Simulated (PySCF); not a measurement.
C₅H₈, SMILES `C(=C)CC=C` (C–C–C–C torsion 117°, C–C–C–C torsion 117°), neutral singlet in the gas phase. 

Cartesian coordinates (Å):
```xyz
13

C      1.9656    -1.0981    -0.7327
C      0.9543    -0.2415    -0.7850
C     -0.4078    -0.4785    -0.1940
C     -0.7258     0.5097     0.8937
C     -1.7132     1.3942     0.8528
H      1.8639    -2.0653    -0.2528
H      2.9291    -0.8676    -1.1688
H      1.0935     0.7221    -1.2674
H     -0.4507    -1.4962     0.2068
H     -1.1688    -0.4041    -0.9773
H     -0.0657     0.4839     1.7565
H     -1.8881     2.0890     1.6641
H     -2.3861     1.4525     0.0043
```
Charge 0, spin multiplicity 1.

All levels are single points at this geometry (B3LYP-D3(BJ)/def2-TZVP); Pople sets use spherical d functions. Orbital energies aren't observables, and empty levels follow the basis.

```json
[
 {"level": "B3LYP-D3(BJ)/def2-TZVP in PySCF", "HOMO (eV)": "-7.15", "LUMO (eV)": "-0.39", "gap (eV)": "6.77", "dipole (D)": "0.12", "vertical IE, Delta-SCF (eV)": "–"},
 {"level": "PBE-D3(BJ)/def2-TZVP in PySCF", "HOMO (eV)": "-6.27", "LUMO (eV)": "-1.17", "gap (eV)": "5.11", "dipole (D)": "0.12", "vertical IE, Delta-SCF (eV)": "–"},
 {"level": "B3LYP/3-21G in PySCF", "HOMO (eV)": "-6.88", "LUMO (eV)": "0.31", "gap (eV)": "7.20", "dipole (D)": "0.05", "vertical IE, Delta-SCF (eV)": "–"},
 {"level": "M06-2X/6-31G* in PySCF", "HOMO (eV)": "-8.33", "LUMO (eV)": "1.30", "gap (eV)": "9.63", "dipole (D)": "0.05", "vertical IE, Delta-SCF (eV)": "–"},
 {"level": "HF/6-31G* in PySCF", "HOMO (eV)": "-9.58", "LUMO (eV)": "4.44", "gap (eV)": "14.02", "dipole (D)": "0.05", "vertical IE, Delta-SCF (eV)": "–"},
 {"level": "HF/STO-3G in PySCF", "HOMO (eV)": "-8.28", "LUMO (eV)": "8.24", "gap (eV)": "16.52", "dipole (D)": "0.06", "vertical IE, Delta-SCF (eV)": "–"}
]
```
